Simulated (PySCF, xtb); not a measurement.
Te(Et)(SiH3) (C2H8SiTe), SMILES CC[Te][SiH3]. The values are those of a single conformer.

Harmonic wavenumbers (cm⁻¹) from xtb with GFN2-xTB at its own minimum, in rising order: 57, 76, 121, 247, 260, 363, 489, 499, 524, 742, 762, 791, 818, 989, 1015, 1086, 1244, 1247, 1417, 1479, 1502, 1504, 2229, 2255, 2304, 2995, 3006, 3019, 3027, 3031.

Q: What does PBE-D3(BJ)/def2-SVP (PySCF 2.14.0) give at its own minimum? (Estimate from the structure and the level; the computed values follow.)

A: 43, 84, 116, 244, 253, 329, 475, 526, 530, 699, 846, 886, 918, 939, 944, 1044, 1165, 1201, 1342, 1397, 1411, 1419, 2141, 2151, 2175, 2960, 3010, 3043, 3062, 3083. Paired by order, the mean absolute difference is 51 cm⁻¹ and the zero-point energies are 55.9 and 54.9 kcal/mol.
